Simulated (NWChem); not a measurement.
System: hydronium (H3O cation); SMILES [OH3+]

NWChem printed, in part:

```
             Northwest Computational Chemistry Package (NWChem) 7.3.0
             --------------------------------------------------------

                             Geometry "geometry" -> ""
                             -------------------------

 Output coordinates in angstroms (scale by  1.889725989 to convert to a.u.)

  No.       Tag          Charge          X              Y              Z
 ---- ---------------- ---------- -------------- -------------- --------------
    1 O                    8.0000     0.00000000     0.00000000     0.07877500
    2 H                    1.0000     0.66934200     0.66934200    -0.20738600
    3 H                    1.0000     0.24499600    -0.91433800    -0.20738600
    4 H                    1.0000    -0.91433800     0.24499600    -0.20738600

 Effective nuclear repulsion energy (a.u.)      13.8110707593

                                 NWChem DFT Module
                                 -----------------

 Summary of "ao basis" -> "ao basis" (spherical)
 ------------------------------------------------------------------------------
       Tag                 Description            Shells   Functions and Types
 ---------------- ------------------------------  ------  ---------------------
 O                           6-31g*                  6       14   3s2p1d
 H                           6-31g*                  2        2   2s

            General Information
            -------------------
          SCF calculation type: DFT
          Wavefunction type:  closed shell.
          No. of atoms     :     4
          No. of electrons :    10
           Alpha electrons :     5
            Beta electrons :     5
          Charge           :     1
          Spin multiplicity:     1
          Use of symmetry is: off; symmetry adaption is: off
          Maximum number of iterations: 150
          AO basis - number of functions:    20
                     number of shells:    12
          Convergence on energy requested:  1.00D-06
          Convergence on density requested:  1.00D-05
          Convergence on gradient requested:  5.00D-04

              XC Information
              --------------
                     Hartree-Fock (Exact) Exchange  1.000
                   CAM-Becke88 Exchange Functional  1.000
                      VWN V Correlation Functional  0.190 local
              Lee-Yang-Parr Correlation Functional  0.810

           Range-Separation Parameters
           ---------------------------
           Alpha           :  0.19
           Beta            :  0.46
           Gamma           :  0.33
           Short-Range HF  :     F

             Grid Information
             ----------------
          Grid used for XC integration:  medium
          Radial quadrature: Mura-Knowles
          Angular quadrature: Lebedev.
          Tag              B.-S. Rad. Rad. Pts. Rad. Cut. Ang. Pts.
          ---              ---------- --------- --------- ---------
          O                   0.60       49           5.0       434
          H                   0.35       45           6.0       434
          Grid pruning is: on
          Number of quadrature shells:   184
          Spatial weights used:  Erf1

      Superposition of Atomic Density Guess
      -------------------------------------

 Sum of atomic energies:         -76.24904985

 Renormalizing density from      11.00 to     10

      Non-variational initial energy
      ------------------------------

 Total energy =     -71.834900
 1-e energy   =    -119.282297
 2-e energy   =      33.636327
 HOMO         =      -1.199209
 LUMO         =      -0.331552

   convergence    iter        energy       DeltaE   RMS-Dens  Diis-err
 ---------------- ----- ----------------- --------- --------- ---------
 d= 0,ls=0.0,diis     1    -76.3688278766 -9.02D+01  6.72D-02  3.30D+00
 d= 0,ls=0.0,diis     2    -76.3185647579  5.03D-02  3.60D-02  3.79D+00
 d= 0,ls=0.0,diis     3    -76.6574218129 -3.39D-01  1.09D-03  2.24D-03
 d= 0,ls=0.0,diis     4    -76.6576600604 -2.38D-04  1.33D-04  3.36D-05
 d= 0,ls=0.0,diis     5    -76.6576640737 -4.01D-06  2.48D-05  1.03D-06
 d= 0,ls=0.0,diis     6    -76.6576641816 -1.08D-07  3.74D-06  6.93D-09

         Total DFT energy =      -76.657664181626
      One electron energy =     -128.235293662261
           Coulomb energy =       47.133127574220
    Exchange-Corr. energy =       -9.366568852878
 Nuclear repulsion energy =       13.811070759293

 Numeric. integr. density =       10.000000133822

                       DFT Final Molecular Orbital Analysis
                       ------------------------------------

 Vector    3  Occ=2.000000D+00  E=-1.006478D+00
              MO Center=  9.9D-02,  9.7D-02, -1.6D-02, r^2= 7.1D-01
   Bfn.  Coefficient  Atom+Function         Bfn.  Coefficient  Atom+Function
  ----- ------------  ---------------      ----- ------------  ---------------
     4      0.397284  1 O  py                 3      0.393789  1 O  px
    15      0.251662  2 H  s                  8      0.224914  1 O  py
     7      0.222936  1 O  px                17     -0.126794  3 H  s
    19     -0.124868  4 H  s                 16      0.061130  2 H  s
    18     -0.030799  3 H  s                 20     -0.030331  4 H  s

 Vector    4  Occ=2.000000D+00  E=-1.006478D+00
              MO Center= -9.9D-02, -9.7D-02, -1.6D-02, r^2= 7.1D-01
   Bfn.  Coefficient  Atom+Function         Bfn.  Coefficient  Atom+Function
  ----- ------------  ---------------      ----- ------------  ---------------
     3      0.397284  1 O  px                 4     -0.393789  1 O  py
     7      0.224914  1 O  px                 8     -0.222936  1 O  py
    19     -0.218501  4 H  s                 17      0.217389  3 H  s
    20     -0.053075  4 H  s                 18      0.052805  3 H  s

 Vector    5  Occ=2.000000D+00  E=-8.116704D-01
              MO Center=  1.9D-09,  1.8D-09,  1.7D-01, r^2= 5.7D-01
   Bfn.  Coefficient  Atom+Function         Bfn.  Coefficient  Atom+Function
  ----- ------------  ---------------      ----- ------------  ---------------
     5      0.648805  1 O  pz                 9      0.446423  1 O  pz
     6      0.154403  1 O  s                  2      0.123310  1 O  s
    15     -0.055148  2 H  s                 17     -0.055148  3 H  s
    19     -0.055148  4 H  s                  1     -0.047730  1 O  s
    12     -0.029049  1 O  d  0

 Vector    6  Occ=0.000000D+00  E=-2.154446D-01
              MO Center=  1.2D-06,  1.2D-06, -2.7D-01, r^2= 2.6D+00
   Bfn.  Coefficient  Atom+Function         Bfn.  Coefficient  Atom+Function
  ----- ------------  ---------------      ----- ------------  ---------------
     6      1.136978  1 O  s                 16     -0.653444  2 H  s
    18     -0.653442  3 H  s                 20     -0.653442  4 H  s
     2      0.247729  1 O  s                  9     -0.212820  1 O  pz
     5     -0.166297  1 O  pz                15     -0.134165  2 H  s
    17     -0.134165  3 H  s                 19     -0.134165  4 H  s

 Vector    7  Occ=0.000000D+00  E=-1.140278D-01
              MO Center=  3.9D-01,  3.8D-01, -2.5D-01, r^2= 2.4D+00
   Bfn.  Coefficient  Atom+Function         Bfn.  Coefficient  Atom+Function
  ----- ------------  ---------------      ----- ------------  ---------------
    16      1.322118  2 H  s                 18     -0.667768  3 H  s
    20     -0.654353  4 H  s                  8     -0.493190  1 O  py
     7     -0.487445  1 O  px                 4     -0.302750  1 O  py
     3     -0.299223  1 O  px                15      0.204723  2 H  s
    17     -0.103400  3 H  s                 19     -0.101323  4 H  s

 Vector    8  Occ=0.000000D+00  E=-1.140277D-01
              MO Center= -3.9D-01, -3.8D-01, -2.5D-01, r^2= 2.4D+00
   Bfn.  Coefficient  Atom+Function         Bfn.  Coefficient  Atom+Function
  ----- ------------  ---------------      ----- ------------  ---------------
    20     -1.148861  4 H  s                 18      1.141116  3 H  s
     7     -0.493190  1 O  px                 8      0.487445  1 O  py
     3     -0.302750  1 O  px                 4      0.299223  1 O  py
    19     -0.177895  4 H  s                 17      0.176695  3 H  s

     Multipole analysis of the density
     ---------------------------------

     L   x y z        total         alpha         beta         nuclear
     -   - - -        -----         -----         ----         -------
     0   0 0 0      1.000000     -5.000000     -5.000000     11.000000

     1   1 0 0      0.000000      0.000000      0.000000      0.000000
     1   0 1 0      0.000000      0.000000      0.000000      0.000000
     1   0 0 1     -0.660877     -0.338037     -0.338037      0.015197

[...]

                                NWChem TDDFT Module
                                -------------------

            General Information
            -------------------
           No. of orbitals :      40
            Alpha orbitals :      20
             Beta orbitals :      20
        Alpha frozen cores :       0
         Beta frozen cores :       0
     Alpha frozen virtuals :       0
      Beta frozen virtuals :       0
         Spin multiplicity :       1
    Number of AO functions :      20
        Use of symmetry is : off
      Symmetry adaption is : off
         Schwarz screening :  0.10D-07

              XC Information
              --------------
              Hartree-Fock (Exact) Exchange   1.00
            CAM-Becke88 Exchange Functional   1.00
               VWN V Correlation Functional   0.19 local
       Lee-Yang-Parr Correlation Functional   0.81
           Alpha           :  0.19
           Beta            :  0.46
           Gamma           :  0.33

             TDDFT Information
             -----------------
          Calculation type : Tamm-Dancoff TDDFT
         Wavefunction type : Restricted singlets
          No. of electrons :      10
           Alpha electrons :       5
            Beta electrons :       5
              No. of roots :       6
          Max subspacesize :    5200
            Max iterations :     100
               Target root :       1
           Target symmetry : none
      Symmetry restriction : off
                 Algorithm : Optimal
        Davidson threshold :  0.10D-03

    6 smallest eigenvalue differences (eV)
--------------------------------------------------------
  No. Spin  Occ  Vir  Irrep   E(Occ)    E(Vir)   E(Diff)
--------------------------------------------------------
    1    1    5    6 a        -0.812    -0.215    16.224
    2    1    5    7 a        -0.812    -0.114    18.984
    3    1    5    8 a        -0.812    -0.114    18.984
    4    1    4    6 a        -1.006    -0.215    21.525
    5    1    3    6 a        -1.006    -0.215    21.525
    6    1    4    7 a        -1.006    -0.114    24.285
--------------------------------------------------------

  Entering Davidson iterations
  Restricted singlet excited states

  Iter   NTrls   NConv    DeltaV     DeltaE      Time
  ----  ------  ------  ---------  ---------  ---------
    1      6       0     0.98E-01   0.10+100        0.3
    2     12       0     0.27E-01   0.68E-02        0.3
    3     18       0     0.31E-01   0.10E-01        0.4
    4     24       1     0.35E-02   0.71E-03        0.5
    5     29       5     0.17E-03   0.99E-05        0.5
    6     30       6     0.31E-04   0.11E-07        0.3
  ----  ------  ------  ---------  ---------  ---------
  Convergence criterion met

  Ground state a         -76.657664181626 a.u.

  ----------------------------------------------------------------------------
  Root   1 singlet a              0.422094598 a.u.               11.4858 eV
  ----------------------------------------------------------------------------
     Transition Moments    X -0.00000   Y -0.00000   Z  0.31028
     Dipole Oscillator Strength                    0.0270915742
     Electric Quadrupole                           0.0000000010
     Magnetic Dipole                               0.0000000000
     Total Oscillator Strength                     0.0270915752

     Occ.    5  a   ---  Virt.    6  a        0.99690
  ----------------------------------------------------------------------------
  Root   2 singlet a              0.508478010 a.u.               13.8364 eV
  ----------------------------------------------------------------------------
     Transition Moments    X -0.17498   Y -0.17677   Z -0.00000
     Dipole Oscillator Strength                    0.0209706951
     Electric Quadrupole                           0.0000000653
     Magnetic Dipole                               0.0000003880
     Total Oscillator Strength                     0.0209711484

     Occ.    5  a   ---  Virt.    7  a       -0.99603
  ----------------------------------------------------------------------------
  Root   3 singlet a              0.508478160 a.u.               13.8364 eV
  ----------------------------------------------------------------------------
     Transition Moments    X -0.17677   Y  0.17498   Z -0.00000
     Dipole Oscillator Strength                    0.0209708439
     Electric Quadrupole                           0.0000000653
     Magnetic Dipole                               0.0000003880
     Total Oscillator Strength                     0.0209712972

     Occ.    5  a   ---  Virt.    8  a       -0.99603
  ----------------------------------------------------------------------------
  Root   4 singlet a              0.624342683 a.u.               16.9892 eV
  ----------------------------------------------------------------------------
     Transition Moments    X  0.51921   Y -0.51986   Z  0.00000
     Dipole Oscillator Strength                    0.2246915838
     Electric Quadrupole                           0.0000003572
     Magnetic Dipole                               0.0000000250
     Total Oscillator Strength                     0.2246919660

     Occ.    3  a   ---  Virt.    8  a       -0.07374
     Occ.    4  a   ---  Virt.    6  a        0.99303
     Occ.    4  a   ---  Virt.    7  a       -0.07374
  ----------------------------------------------------------------------------
  Root   5 singlet a              0.624342737 a.u.               16.9892 eV
  ----------------------------------------------------------------------------
     Transition Moments    X  0.51986   Y  0.51921   Z -0.00000
     Dipole Oscillator Strength                    0.2246928684
     Electric Quadrupole                           0.0000003572
     Magnetic Dipole                               0.0000000250
     Total Oscillator Strength                     0.2246932505

     Occ.    3  a   ---  Virt.    6  a        0.99303
     Occ.    3  a   ---  Virt.    7  a        0.07374
     Occ.    4  a   ---  Virt.    8  a       -0.07374
  ----------------------------------------------------------------------------
  Root   6 singlet a              0.698784314 a.u.               19.0149 eV
  ----------------------------------------------------------------------------
     Transition Moments    X  0.00000   Y -0.00000   Z -0.00000
     Dipole Oscillator Strength                    0.0000000000
     Electric Quadrupole                           0.0000000000
     Magnetic Dipole                               0.0000014259
     Total Oscillator Strength                     0.0000014259

     Occ.    3  a   ---  Virt.    8  a       -0.70571
     Occ.    4  a   ---  Virt.    7  a        0.70572

              Target root =      1
          Target symmetry = none
      Ground state energy =    -76.657664181626
        Excitation energy =      0.422094598468
     Excited state energy =    -76.235569583158

  stored tddft:energy   -76.235569583157741
```

Level: CAM-B3LYP/6-31G* (spherical d), TDA. Coordinates come from a B3LYP/6-31G* (spherical d) optimisation.

Which NWChem input produces such a log?

This is not unique; one that fits is the input that was run:
```
start job
memory heap 200 mb stack 900 mb global 1100 mb
charge 1
geometry units angstroms noautosym nocenter noautoz
  O      0.000000     0.000000     0.078775
  H      0.669342     0.669342    -0.207386
  H      0.244996    -0.914338    -0.207386
  H     -0.914338     0.244996    -0.207386
end
basis spherical
  * library 6-31g*
end
dft
  xc xcamb88 1.00 lyp 0.81 vwn_5 0.19 hfexch 1.00
  cam 0.33 cam_alpha 0.19 cam_beta 0.46
  iterations 150
end
tddft
  cis
  nroots 6
  notriplet
end
task tddft energy
```
